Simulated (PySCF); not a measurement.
A PySCF script (with the pyscf-properties extension) for the NMR shieldings of `BC[C@@H](C)C[C@H](C)CC`, C$_{8}$H$_{19}$B, on a GFN2-xTB geometry:

```python
import basis_set_exchange as bse
import numpy as np
from pyscf import gto, dft
from pyscf.prop import nmr

atoms = """
B    -3.190592    0.047596    1.203738
C    -2.405773    1.052281    0.292630
C    -1.225704    0.491462   -0.514924
C    -0.722707    1.528117   -1.518417
C    -0.123368    0.067969    0.463367
C     1.107917   -0.606011   -0.153373
C     0.726640   -1.867485   -0.926894
C     2.127699   -0.969110    0.935670
C     2.777868    0.237525    1.603490
H    -3.898303    0.459246    2.039909
H    -3.125612   -1.106636    1.025917
H    -3.154640    1.438603   -0.411519
H    -2.067438    1.933821    0.844893
H    -1.577727   -0.385892   -1.064763
H     0.066257    1.118610   -2.144454
H    -0.331436    2.402076   -1.000217
H    -1.532651    1.851518   -2.170150
H    -0.565451   -0.616629    1.192555
H     0.200128    0.959311    1.005348
H     1.592450    0.093405   -0.842592
H     0.173598   -2.551083   -0.286193
H     0.111898   -1.629034   -1.790247
H     1.619585   -2.377969   -1.282383
H     1.638607   -1.585131    1.693838
H     2.915802   -1.574395    0.480676
H     2.058306    0.803665    2.189108
H     3.210671    0.898589    0.855396
H     3.573077   -0.087060    2.271392
"""
names = dict.fromkeys(["B", "C", "H"], "pcSseg-1")
basis = {el: gto.basis.parse(bse.get_basis(n, elements=[el], fmt="nwchem")) for el, n in names.items()}
mol = gto.M(atom=atoms, basis=basis, charge=0, verbose=0)
mf = dft.RKS(mol, xc="PBE0")
mf.grids.level = 2
mf.grids.alignment = dft.numint.BLKSIZE   # the property module wants whole blocks of grid points
mf.conv_tol = 1e-9
mf.kernel()

calc = nmr.RKS(mf)   # GIAO
C = mf.mo_coeff
Co = C[:, mf.mo_occ > 0]
resp = mf.gen_response(singlet=True, hermi=2)
def vind(x):   # induced exchange potential for any number of trial vectors
    d = np.einsum("pi,xij,qj->xpq", C, 2 * x.reshape(-1, C.shape[1], Co.shape[1]), Co, optimize=True)
    return np.einsum("xpq,pi,qj->xij", resp(d - d.transpose(0, 2, 1)), C, Co, optimize=True).ravel()
mo1, _ = nmr.rhf.solve_mo1(calc, with_cphf=vind)
sigma = calc.kernel(mo1)
for i, s in enumerate(sigma):   # ppm
    w = np.linalg.eigvalsh((s + s.T) / 2)
    print("%2d %-2s iso %8.1f  s11 %8.1f  s22 %8.1f  s33 %8.1f" % (i, mol.atom_pure_symbol(i), w.mean(), *w))
```

Problem. What does it print?

Solution. 
```
 0 B  iso      7.5  s11    -76.0  s22    -28.9  s33    127.4
 1 C  iso    138.2  s11     97.8  s22    149.4  s33    167.3
 2 C  iso    151.7  s11    141.2  s22    154.8  s33    159.1
 3 C  iso    163.6  s11    150.6  s22    154.9  s33    185.2
 4 C  iso    137.7  s11    111.1  s22    139.3  s33    162.6
 5 C  iso    150.4  s11    142.7  s22    149.4  s33    159.2
 6 C  iso    164.0  s11    148.8  s22    157.6  s33    185.6
 7 C  iso    151.0  s11    136.0  s22    144.1  s33    172.8
 8 C  iso    172.3  s11    157.7  s22    172.3  s33    186.7
 9 H  iso     23.6  s11     16.3  s22     26.7  s33     27.9
10 H  iso     23.5  s11     13.5  s22     26.8  s33     30.2
11 H  iso     30.6  s11     25.3  s22     29.3  s33     37.3
12 H  iso     29.7  s11     25.8  s22     28.5  s33     34.8
13 H  iso     29.6  s11     25.6  s22     29.5  s33     33.6
14 H  iso     30.3  s11     24.9  s22     30.5  s33     35.6
15 H  iso     31.3  s11     28.1  s22     29.1  s33     36.6
16 H  iso     30.7  s11     26.7  s22     27.8  s33     37.6
17 H  iso     31.2  s11     26.9  s22     32.3  s33     34.5
18 H  iso     30.5  s11     24.9  s22     32.9  s33     33.6
19 H  iso     30.5  s11     27.5  s22     30.3  s33     33.7
20 H  iso     31.1  s11     27.8  s22     28.6  s33     36.8
21 H  iso     30.2  s11     24.7  s22     30.2  s33     35.8
22 H  iso     30.8  s11     26.4  s22     28.4  s33     37.6
23 H  iso     30.8  s11     27.0  s22     30.3  s33     35.0
24 H  iso     30.3  s11     24.4  s22     30.4  s33     36.0
25 H  iso     30.5  s11     25.3  s22     30.9  s33     35.5
26 H  iso     31.0  s11     26.8  s22     29.3  s33     37.0
27 H  iso     30.6  s11     25.7  s22     27.6  s33     38.5
```

These numbers come from an equivalent density-fitted implementation of the same equations, which agrees with the script to about 0.01 ppm for H and up to a few tenths of a ppm for heavy atoms, so last digits may differ.

Size and cost of the density-fitted run: 248 basis functions, 110 s wall time on 1 thread of an Arm Neoverse N1, shared host; peak memory 1.2 GiB.
